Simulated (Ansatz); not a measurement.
`CB[TeH]`, 8 atoms. Total charge 0; spin multiplicity 1. Correlated methods include outer-core shells of Te, which these sets cover unevenly. Te takes the def2 core potential. All runs use 2 threads of an Intel Xeon 6975P-C on a shared host. Correlated methods freeze the cores.

Problem. How many basis functions does each run have, and how long does it take in Ansatz? direct RPA on PBE orbitals/def2-TZVPP energy; RHF-MP2/def2-QZVPP energy; RKS BLYP-D4/def2-TZVPP energy; RKS PBE0-D4/def2-SVP energy; RKS PBE0-D4/def2-TZVP frequencies; RKS PBE0-D4/def2-TZVP relaxation (5 steps); RKS r2SCAN-D4/def2-TZVPP energy and forces; RKS HSE06 (plane-wave form)-D4/def2-TZVPP energy; RKS PBE0-D4/def2-QZVPP energy; RHF-CCSD(T)/def2-TZVPP energy; RKS ωB97M-V/def2-QZVPP energy; RKS ωB97M-V/def2-SVP energy. (Best estimate.)

Solution. Computed: Other jobs shared the machine, so times are rough.

| level | job | functions | wall time | peak host memory (GiB) |
| --- | --- | --- | --- | --- |
| RKS PBE0-D4/def2-SVP | energy | 79 | 1.4 s | 0.35 |
| RKS BLYP-D4/def2-TZVPP | energy | 182 | 1.7 s | 0.21 |
| RKS HSE06 (plane-wave form)-D4/def2-TZVPP | energy | 182 | 2.4 s | 0.37 |
| RKS ωB97M-V/def2-SVP | energy | 79 | 3.3 s | 0.35 |
| RKS r2SCAN-D4/def2-TZVPP | energy and forces | 182 | 3.9 s | 0.23 |
| direct RPA on PBE orbitals/def2-TZVPP | energy | 182 | 5.5 s | 0.42 |
| RKS PBE0-D4/def2-QZVPP | energy | 346 | 6 s | 0.83 |
| RKS ωB97M-V/def2-QZVPP | energy | 346 | 14 s | 1 |
| RHF-MP2/def2-QZVPP | energy | 346 | 15 s | 1.4 |
| RKS PBE0-D4/def2-TZVP | relaxation (5 steps) | 142 | 15 s | 0.31 |
| RHF-CCSD(T)/def2-TZVPP | energy | 182 | 32 s | 2.2 |
| RKS PBE0-D4/def2-TZVP | frequencies | 142 | 81 s | 0.35 |
